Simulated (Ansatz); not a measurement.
Ansatz (a first-principles code) input (RI-MP2/cc-pVQZ):
A basis named .json is the Basis Set Exchange file of that set.

Ansatz 0.2 input:
```yaml
crystal:
  periodic: [false, false, false]
  atoms:
    - {symbol: C, position_ang: [-2.05479364, 0.21347250, -0.00921568]}
    - {symbol: C, position_ang: [-0.80072054, -0.38068317, -0.53436456]}
    - {symbol: B, position_ang: [0.59480941, -0.06953929, -0.00619383]}
    - {symbol: F, position_ang: [0.79010403, 0.78663650, 0.99755832]}
    - {symbol: F, position_ang: [1.68506806, -0.63655308, -0.52049415]}
    - {symbol: H, position_ang: [-1.87478722, 0.90930760, 0.80918414]}
    - {symbol: H, position_ang: [-2.74025904, -0.56680836, 0.34423851]}
    - {symbol: H, position_ang: [-2.59900578, 0.74340163, -0.80082113]}
    - {symbol: H, position_ang: [-0.90345875, -1.08569110, -1.35372847]}
basis:
  gaussian:
    orbitals: cc-pVQZ
    fitting: {mean_field: def2-universal-jkfit, correlation: cc-pVQZ-RIFIT.json}
magnetization: {spin_polarized: true, initial_magnetization: 1}
correlation: {method: mp2, electrons: outside_noble_gas}
```

Output:

```
Functional definition: HF
integrals: 0.63 GiB planned
451 factors; integrals over basis functions are off by at most 4.0e0 eV
0.76 GiB of device memory are held for the factors and their scratch space
mean field: 1.48 GiB planned
mean field evaluation 1: about -8211.0248 eV, gradient 2.7e1 eV
mean field evaluation 2: about -8213.7089 eV, gradient 1.4e1 eV
mean field evaluation 4: about -8214.3545 eV, gradient 8.7e-1 eV
mean field evaluation 8: about -8214.3647 eV, gradient 1.5e-6 eV
mean field -8214.36470860 eV, -301.8723351448 hartree, gradient 1.5e-6 eV, S^2 0.759851; 0 other end points of the search recorded, 0 dependent functions left out
5 core orbitals not correlated
880 factors; their error is unknown
reference -8214.36470860 eV, -301.8723351448 hartree; 15, 14 occupied and 375, 376 virtual orbitals, 880 factors
second order -26.68003447 eV of doubles, -0.00000000 eV of singles
Total energy: -8241.04474308 eV, -302.8528083273 hartree
```

It need not be the lowest isomer of its formula.
